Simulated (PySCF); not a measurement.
C3H5BF2, SMILES C1B([C@@H](F)C1)F. Atoms are numbered in the order given.

```xyz
11

F      1.2019     1.3939     0.7626
B      0.6539     0.5245    -0.0801
C     -0.0842     0.7219    -1.4643
C     -1.0906    -0.2978    -0.8271
C     -0.0167    -0.8915     0.1531
F     -0.4398    -1.3159     1.3959
H     -0.4714     1.7213    -1.7395
H      0.4364     0.2842    -2.3394
H     -1.5773    -1.0217    -1.5118
H     -1.8770     0.2204    -0.2413
H      0.5109    -1.7257    -0.3644
```

Geometry optimised at PBE-D3(BJ)/def2-SVP. The structure was generated by enumeration; whether it is a known compound was not checked.

Level of theory: PBE/def2-TZVP (PySCF).

The molecule is in vacuum.

Computed frontier levels, gap, dipole moment and polarisability:
The highest occupied level is -6.73 eV, the lowest empty level is -1.78 eV and the orbital gap is 4.96 eV. The dipole moment comes out as 2.33 D and the quadrupole, principal values (traceless, Buckingham form, about the centre of nuclear charge) is -4.06, -0.89, 4.96 D·Å. The mean static polarisability is 49.4 bohr³ (7.32 Å³) and the polarisability, principal values comes out as 43.4, 52.2, 52.6 bohr³.
